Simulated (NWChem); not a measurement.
System: C3H7NSi; SMILES C[C@@H]1N=C[SiH2]1

```xyz
12

C      0.4879    -1.9488    -0.2832
C      0.0577    -0.7054     0.4885
N     -1.3264    -0.2454     0.1038
C     -1.1673     0.9851    -0.2549
Si     0.6978     1.0497     0.0123
H      0.5218    -1.7634    -1.3629
H      1.4844    -2.2751     0.0359
H     -0.2158    -2.7717    -0.1075
H      0.0614    -0.9201     1.5642
H     -2.0172     1.5879    -0.5817
H      1.2529     1.9575     1.0597
H      1.5653     1.1680    -1.1959
```
Atoms are numbered in this order, from 1.

Computed with NWChem. Geometry: optimised at B3LYP/6-31G* (spherical d). Static field.

For level B3LYP/def2-SVPD:

isotropic polarisability (bohr³): 69.2
anisotropy (bohr³): 20.6

Q: Estimate the same quantities for level B3LYP/def2-SVP.

A: The isotropic polarisability (bohr³) comes out as 60.4 and the anisotropy (bohr³) is 18.9.
